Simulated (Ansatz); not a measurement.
`CC[SiH](F)F` → `F[SiH2]F` + ethylene at 600 K and 1 bar (β-hydride elimination).

Isolated molecules relaxed with PBE0-D4/def2-TZVP in Ansatz; ΔE leaves out vibrations. CCSD(T)/CBS is the MP2 limit (def2-TZVPP, def2-QZVPP) plus CCSD(T) − MP2 in def2-TZVPP, frozen cores. This one scheme is used for every species. Each species was taken in one conformer, which may not be the lowest.

```
      species  CCSD(T)/CBS energy (Eh)  H − E (kJ/mol)  S (J/(mol·K))
`CC[SiH](F)F`               -568.53263           271.2          429.3
   `F[SiH2]F`               -489.99391            92.8          309.1
        `C=C`                -78.48111           161.6          257.2
```

H − E and S are ideal-gas, rigid-rotor, harmonic terms from PBE0-D4/def2-TZVP, for one conformer and one mirror image of each species. 1 Eh = 2625.50 kJ/mol, R = 8.31446 J/(mol·K).

Question: By hand: ΔE, ΔH, ΔS and ΔG.

Answer: ΔE = (-489.99391) + (-78.48111) − (-568.53263) = 0.05761 Eh = 151.3 kJ/mol. Δ(H − E) = 92.8 + 161.6 − 271.2 = -16.8, so ΔH = 134.5 kJ/mol. ΔS = 309.1 + 257.2 − 429.3 = 137.0 J/(mol·K). ΔG = 134.5 − 600 × (137.0)/1000 = 52.3 kJ/mol.

Question: By hand: the equilibrium constant, and the temperature at which ΔG would vanish if ΔH and ΔS stayed fixed.

Answer: log₁₀ K = −ΔG/(RT ln 10) = -4.6. ΔG = 0 at ΔH/ΔS = 982 K.

The number of gas molecules changes by +1, which sets the sign of ΔS. A doubt of 5 kJ/mol in ΔE shifts log₁₀ K by 0.4 here. Other conformers and mirror images would add mixing entropy, several J/(mol·K) or more a flexible species. These are equilibria of isolated gas molecules and say nothing of rates. Largest T1 diagnostic: 0.012 (customary marks: 0.02 for closed shells, 0.045 for open ones).
